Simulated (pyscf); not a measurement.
# HO–In(Cl)–Cl (SMILES [OH][In]([Cl])[Cl]), singlet

Gas-phase minimum from PySCF at ωB97X-D3(BJ)/def2-SVP, one conformer. 

```xyz
5

O     -0.0356     0.3421     0.9848
In    -1.5261    -0.4414    -0.0436
Cl    -1.4144    -2.6331    -0.7945
Cl    -3.4007     0.8207    -0.5102
H      0.6867    -0.2863     1.1142
```
Charge 0, spin multiplicity 1.

Bonds (Å): O1–In2 1.973, O1–H5 0.966, In2–Cl3 2.319, In2–Cl4 2.308. Angles (°): In2–O1–H5 112.1, O1–In2–Cl3 120.5, O1–In2–Cl4 120.1, Cl3–In2–Cl4 119.4.

Properties at ωB97X-D3(BJ)/def2-SVP:

- Harmonic wavenumbers, unscaled = 94, 119, 121, 292, 378, 415, 644, 837, 3887 cm⁻¹
- Zero-point energy = 9.7 kcal/mol
- Rotational symmetry number = 1
- Entropy of this conformer at 298 K and 1 atm, rigid rotor and harmonic oscillator, modes under 100 cm⁻¹ raised to 100 = 350.2 J/(mol K)
- Dipole moment = 1.64 D

Single-point totals, which compare only within one level (frozen core for MP2 and CC):

```json
[
 {"level": "ωB97X-D3(BJ)/def2-TZVP", "total energy (hartree)": "-1186.63831"},
 {"level": "PBE/def2-TZVP", "total energy (hartree)": "-1186.09149"},
 {"level": "r²SCAN/def2-TZVP", "total energy (hartree)": "-1186.51962"},
 {"level": "B3LYP-D3(BJ)/def2-TZVP", "total energy (hartree)": "-1186.64568"},
 {"level": "PBE0-D3(BJ)/def2-TZVP", "total energy (hartree)": "-1186.16442"},
 {"level": "M06-2X/def2-TZVP", "total energy (hartree)": "-1186.42089"},
 {"level": "ωB97M-D3(BJ)/def2-TZVP", "total energy (hartree)": "-1186.68815"},
 {"level": "HF/def2-TZVPP", "total energy (hartree)": "-1183.84456"},
 {"level": "MP2/def2-TZVPP", "total energy (hartree)": "-1184.73701"},
 {"level": "CCSD/def2-TZVPP", "total energy (hartree)": "-1184.76024"},
 {"level": "CCSD(T)/def2-TZVPP", "total energy (hartree)": "-1184.79567"}
]
```

Soft torsions are taken as harmonic, which can shift the entropy by several J/(mol K). The CCSD(T) − MP2 part came from Ansatz, without density fitting, on the same reference. The frozen core leaves the outer d or s,p core shells of the metals and heavy elements correlated in the MP2 and CC values, and def2-TZVPP describes them poorly, so these totals are far from the basis limit. Elements past Kr carry the def2 core potentials, without spin-orbit coupling.
